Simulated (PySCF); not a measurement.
BBr3, SMILES BrB(Br)Br.

Geometry: PBE-D3(BJ)/def2-SVP. The isomer is the one that the SMILES or the coordinates give; other isomers of the formula were not compared.

Method: PBE-D3(BJ)/def2-SVP (PySCF).

Frequencies are harmonic and unscaled.

Modes within 1.5 cm⁻¹ of each other (mostly degenerate sets) share a row, with their intensities summed.

Question: Estimate the vibrational spectrum. (An estimate is asked for; the answer gives what the named calculation found.)

Answer: 
| mode | ν (cm⁻¹) | IR (km/mol) | moving atoms (share of kinetic energy) |
|---|---|---|---|
| 1–2 | 148 | 0.1 | Br 97 % |
| 3 | 276 | 0.0 | Br 100 % |
| 4 | 373 | 0.1 | B 96 % |
| 5–6 | 821 | 549.2 | B 93 % |
